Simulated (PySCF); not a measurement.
**Ionisation energy of S(2+) by level of theory**

S(2+) [Ne] 3s2 3p2 (3P) → S(3+) [Ne] 3s2 3p1 (2P), as a difference of total energies. Calculation: PySCF 2.14, in x2c-TZVPPall; the spin-free X2C one-electron Hamiltonian (Gaussian nucleus). Correlated levels: valence: [Ne] frozen; valence and next inner shell: 1s2 frozen. The calculations carry no spin-orbit coupling.

```json
{"method": "UHF", "ionisation energy (eV)": "34.139"}
{"method": "LDA", "ionisation energy (eV)": "34.866"}
{"method": "PBE", "ionisation energy (eV)": "34.826"}
{"method": "PBE0", "ionisation energy (eV)": "34.864"}
{"method": "r2SCAN", "ionisation energy (eV)": "35.006"}
{"method": "revPBE", "ionisation energy (eV)": "34.809"}
{"method": "wB97X-V", "ionisation energy (eV)": "34.642"}
{"method": "B97-3", "ionisation energy (eV)": "34.691"}
{"method": "r2SCANh", "ionisation energy (eV)": "34.996"}
{"method": "ROHF", "ionisation energy (eV)": "34.144"}
{"method": "MP2 (valence)", "ionisation energy (eV)": "34.613"}
{"method": "SCS-MP2 (valence)", "ionisation energy (eV)": "34.517"}
{"method": "MP2 (valence and next inner shell)", "ionisation energy (eV)": "34.634"}
{"method": "SCS-MP2 (valence and next inner shell)", "ionisation energy (eV)": "34.533"}
```

Problem. How much does correlation contribute at MP2 (valence and next inner shell)?

Solution. 34.634 − (34.139) = 0.495 eV, measured against UHF.

A first-order spin-orbit estimate (lowest level to lowest level, LS coupling) adds -0.009 eV.

Errors of the correlated levels include the incompleteness of this basis and the frozen core.

For comparison: 34.86 ± 0.04 eV (semi-empirical (NIST evaluation); NIST Atomic Spectra Database, ionization energies).
